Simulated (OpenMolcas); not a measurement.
Cr4+ with 6 ligands (fluoride) in tetragonal octahedral coordination (D4h). The axial distance is 1.08 times the equatorial one, R.

```yaml
Program: OpenMolcas 26.06
Method: "SS-CASPT2, IPEA 0.25 Eh, imaginary shift 0.1 Eh (closed shells correlated: 3s 3p and the ligand valence shells)"
Basis: ANO-RCC-VDZP [5s4p2d1f]
Scalar_Hamiltonian: DKH2, point nucleus
Active_space: 2 electrons in 5 orbitals (3d)
State_averaging: 2S+1 = 3 even, 10 roots; 2S+1 = 1 even, 15 roots
Spin-orbit_coupling: state interaction with AMFI integrals over the reference wave functions
```

All ligands move together. At R = 1.86 Å the first state of the same spin is 1250 cm-1, and at R = 1.92 Å it is 1110 cm-1.

A third run gives 1490 cm-1. What distance was it run at?

With a power law R^-n the two known points give n = -ln(1110 / 1250) / ln(1.92 / 1.86) = 3.74. Then R = 1.86 × (1250 / 1490)^(1/3.74) = 1.775 Å. The run was at 1.77 Å, so the estimate is off by +0.005 Å.

Over all roots computed the reference weight is 0.69 to 0.71 in R = 1.77, 0.68 to 0.70 in R = 1.86, 0.67 to 0.69 in R = 1.92; a low but even weight reflects the number of correlated electrons. Ligand-to-metal charge-transfer states are missing. With no ligand orbital active B as a rule stays too high, so bands that hang on it stand too high and its fall with covalency is understated. With one d shell and no ligand orbital active, 10Dq can be off by a tenth or more. The least metal-like active orbital is 80 % on the metal (Löwdin) and no ligand orbital is active, so the numbers are rough (holds for R = 1.77; R = 1.86). The least metal-like active orbital is 81 % on the metal (Löwdin) and no ligand orbital is active, so the numbers are rough (holds for R = 1.92). No measured value stands beside these numbers; the geometry is a model, was not optimised and need not be the one that this ion takes.
